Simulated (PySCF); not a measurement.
# Worked example: chemical shift, span and skew from a shielding tensor

1,3-dithiane (C4H8S2), SMILES S1CCCSC1. Atoms are numbered in the order given.

```xyz
14

C     -0.2739     1.7065     0.0000
C      0.2749     1.0770    -1.2832
S     -0.2301    -0.6647    -1.5430
C      0.4568    -1.3567     0.0000
S     -0.2301    -0.6647     1.5430
C      0.2749     1.0770     1.2832
H     -1.3822     1.6416     0.0000
H     -0.0036     2.7864     0.0000
H      1.3861     1.1375    -1.3054
H     -0.0998     1.6142    -2.1773
H      1.5629    -1.2469     0.0000
H      0.2161    -2.4377     0.0000
H     -0.0998     1.6142     2.1773
H      1.3861     1.1375     1.3054
```

The structure is a stationary point at PBE-D3(BJ)/def2-SVP. The values are those of a single conformer.

GIAO shieldings from PBE/pcSseg-1 in PySCF, non-relativistic, no solvent. The symmetric part of the tensor of C1 has the principal values 135.2, 138.3, 170.8 ppm. The same nucleus in TMS has σ = 182.0 ppm at this level (PySCF, at its B3LYP-D3(BJ)/def2-TZVP geometry).

### Question
Work out the isotropic shielding, the ¹³C shift against TMS, the span and the skew.

### Answer

σ(iso) = (σ11 + σ22 + σ33)/3 = 148.1 ppm. δ = σ(ref) − σ(iso) = 182.0 − (148.1) = 33.9 ppm.
Span Ω = σ33 − σ11 = 35.6 ppm. Skew κ = 3(σ(iso) − σ22)/Ω = 0.83. Tumbling in solution averages the tensor to δ; in a static solid the shielding alone would spread this spin-1/2 line over Ω.
